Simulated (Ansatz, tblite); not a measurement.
Cost and result up the ladder for Si(GeH3)H3 (SiGeH6) (8 atoms). Charge 0, multiplicity 1. Geometry: PBE0-D4/def2-TZVP.

```
atom   x (Å)   y (Å)   z (Å)
 Si1  -0.650  -0.755  -0.670
 Ge2   0.638   0.741   0.656
  H3   2.130   0.375   0.591
  H4   0.191   0.683   2.127
  H5   0.473   2.186   0.158
  H6  -0.406  -2.157  -0.241
  H7  -0.278  -0.619  -2.102
  H8  -2.098  -0.453  -0.519
```

Ansatz on 4 threads of Arm Neoverse V2 on a shared host; xTB runs through tblite on one thread. Times are rough, summed over both states, and most runs start from the orbitals of an earlier one. CCSD(T)/def2-TZVPP serves as the yardstick here, not as an exact answer. The other state is a doublet.

The xTB rows come from tblite. Correlated methods freeze 14 core orbitals; core or outer-core shells of Ge are correlated, in sets that lack core-valence functions.

Raw xTB energies of ions are shifted by several eV.

| level | functions | vertical IE (eV) | difference from CCSD(T)/def2-TZVPP (eV) |
| --- | --- | --- | --- |
| GFN1-xTB | 30 | 14.16 | 3.64 |
| r2SCAN-D4/def2-TZVP | 121 | 10.35 | -0.17 |
| PBE0-D4/def2-TZVP | 121 | 10.41 | -0.11 |
| PBE-D4/def2-TZVP | 121 | 10.27 | -0.25 |
| CCSD(T)/def2-TZVPP | 174 | 10.52 | 0.00 |
| GFN2-xTB | 24 | 13.32 | 2.80 |

Problem. Estimate how long each takes.

Solution. GFN2-xTB 0.004 s; GFN1-xTB 0.007 s; PBE-D4/def2-TZVP 1.9 s; PBE0-D4/def2-TZVP 2.8 s; r2SCAN-D4/def2-TZVP 4.8 s; CCSD(T)/def2-TZVPP 89 s. On shared hardware such times vary by a factor of up to 3.
